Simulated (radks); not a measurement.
All-electron atom: the mercury ion Hg23+ in [Kr] 4d10 4f11. Calculated with a radial shooting solver on a logarithmic mesh with Libxc functionals: Dirac Kohn-Sham, relativistic LDA (MacDonald-Vosko exchange, VWN5 correlation), spin-unpolarised, spherical densities, finite nucleus; open shells fill j = l - 1/2 first; Fermi nuclear charge, rms radius 5.4648 fm.

Unscreened Slater integrals over Kohn-Sham orbitals (eV). Large and small components are both included. Empty in this configuration: 5s1/2.

integral,value
"F0(4f7/2,4f7/2)",56.710
"F2(4f7/2,4f7/2)",29.235
"F4(4f7/2,4f7/2)",18.871
"F6(4f7/2,4f7/2)",13.738
"F0(4f7/2,4f5/2)",56.998
"F2(4f7/2,4f5/2)",29.351
"F4(4f7/2,4f5/2)",18.939
"G2(4f7/2,4f5/2)",29.175
"G4(4f7/2,4f5/2)",18.830
"G6(4f7/2,4f5/2)",13.708
"F0(4f7/2,4d5/2)",56.016
"F2(4f7/2,4d5/2)",27.977
"F4(4f7/2,4d5/2)",18.163
"G1(4f7/2,4d5/2)",30.970
"G3(4f7/2,4d5/2)",20.509
"G5(4f7/2,4d5/2)",14.813
"F0(4f7/2,4d3/2)",56.658
"F2(4f7/2,4d3/2)",28.359
"G3(4f7/2,4d3/2)",20.866
"G5(4f7/2,4d3/2)",15.044
"F0(4f7/2,5s1/2)",37.675
"G3(4f7/2,5s1/2)",4.6880
"F0(4f5/2,4f5/2)",57.292
"F2(4f5/2,4f5/2)",29.475
"F4(4f5/2,4f5/2)",19.014
"F0(4f5/2,4d5/2)",56.284
"F2(4f5/2,4d5/2)",28.025
"F4(4f5/2,4d5/2)",18.168
"G1(4f5/2,4d5/2)",30.824
"G3(4f5/2,4d5/2)",20.422
"G5(4f5/2,4d5/2)",14.753
"F0(4f5/2,4d3/2)",56.938
"F2(4f5/2,4d3/2)",28.421
"G1(4f5/2,4d3/2)",31.720
"G3(4f5/2,4d3/2)",20.928
"F0(4f5/2,5s1/2)",37.753
"G3(4f5/2,5s1/2)",4.6098
"F0(4d5/2,4d5/2)",56.051
"F2(4d5/2,4d5/2)",28.614
"F4(4d5/2,4d5/2)",19.309
"F0(4d5/2,4d3/2)",56.665
"F2(4d5/2,4d3/2)",28.868
"G2(4d5/2,4d3/2)",28.736
"G4(4d5/2,4d3/2)",19.395
"F0(4d5/2,5s1/2)",37.694
"G2(4d5/2,5s1/2)",4.4916
"F0(4d3/2,4d3/2)",57.307
"F2(4d3/2,4d3/2)",29.167
"F0(4d3/2,5s1/2)",37.861
"G2(4d3/2,5s1/2)",4.3044
"F0(5s1/2,5s1/2)",31.580
